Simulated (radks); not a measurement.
Task: These are the eigenvalues of the occupied orbitals of an atom or ion with whole-number occupations (hartree). Method: Dirac Kohn-Sham, PBE, spin-unpolarised, spherical densities, finite nucleus; Fermi nuclear charge, rms radius of each element as measured or else 0.836 A^(1/3) + 0.57 fm; computed with a radial shooting solver on a logarithmic mesh with Libxc functionals.

1s1/2: -197.7335
2s1/2: -22.69648
2p1/2: -19.22302
2p3/2: -18.96157
3s1/2: -3.05563
3p1/2: -2.10428
3p3/2: -2.07240
3d3/2: -0.61140
3d5/2: -0.60841
4s1/2: -0.40112
4f5/2: -0.01585
4f7/2: -0.01585

Which element is it, and in what charge state? The configuration may be excited. Open shells, if any, are shared by 2j + 1.

Result: Z = 23, vanadium, charge 0: V in [Ne] 3s2 3p5 3d3 4s2 4f1. The list shows which subshells hold electrons but not how many an open one holds; the 1s level, -197.73 hartree, gives Z - s = 19.9 by -(Z - s)^2/2, which with screening and relativity narrows Z to a few neighbours, and the depths of the outer levels then fix element, charge and occupations together.
